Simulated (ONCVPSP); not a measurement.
# Configuration tests for tungsten (W) (ONCV)

* Element: W (Z = 74)
* Generator: ONCVPSP 4.0.1
* Type: optimised norm-conserving Vanderbilt (ONCV)
* Functional: PBE
* Relativity: scalar-relativistic
* Frozen core: [Kr] 4d10 4f14
* Valence charge: 14
* Reference configuration: 5s2 5p6 5d5 6s1
* Partial waves: 5s+6s: rc 1.70 bohr, ncon 4, nbas 8, qcut 8 1/bohr, 2 projectors; 5p: rc 1.55 bohr, ncon 3, nbas 7, qcut 11.1 1/bohr, 2 projectors, debl 1.4 Ha; 5d: rc 2.65 bohr, ncon 5, nbas 10, qcut 5.4 1/bohr, 2 projectors, debl 2.3 Ha; f scattering state at 0.12 Ha: rc 2.60 bohr, ncon 4, nbas 9, qcut 4.5 1/bohr, 2 projectors, debl 2 Ha
* Local potential: polynomial inside 1.00 bohr (lpopt 5, dvloc0 4 Ha)
* Core correction: none

In the p channel the program set the typed energies aside and used -1.522, 0.250 Ha.

Energies are relative to the spin-unpolarised reference configuration 5s2 5p6 5d5 6s1; without spin polarisation the order of configurations can differ from experiment.

Q: Give the all-electron excitation energy and the error of the potential for: 5s2 5p6 5d4 6s2; 5s2 5p6 5d4 6s1; 5s2 5p6 5d4 6s0; 5s2 5p6 5d4 6s0 6p2.

A:

```tsv
valence configuration	charge	ΔE all-electron (eV)	error AE − PS (meV)
5s2 5p6 5d4 6s2	0	-1.539	+10
5s2 5p6 5d4 6s1	+1	7.345	+3.3
5s2 5p6 5d4 6s0	+2	23.025	+1.1
5s2 5p6 5d4 6s0 6p2	0	7.721	+7.0
```

Levels in the configuration 5s2 5p6 5d4 6s1:

```json
{"level": "5s", "all-electron (eV)": "-86.563", "pseudo (eV)": "-86.565"}
{"level": "5p", "all-electron (eV)": "-50.716", "pseudo (eV)": "-50.721"}
{"level": "5d", "all-electron (eV)": "-11.728", "pseudo (eV)": "-11.721"}
{"level": "6s", "all-electron (eV)": "-12.182", "pseudo (eV)": "-12.183"}
```

Note: no bound ghost flagged; GHOST(+) flagged for s at 85.3 eV.
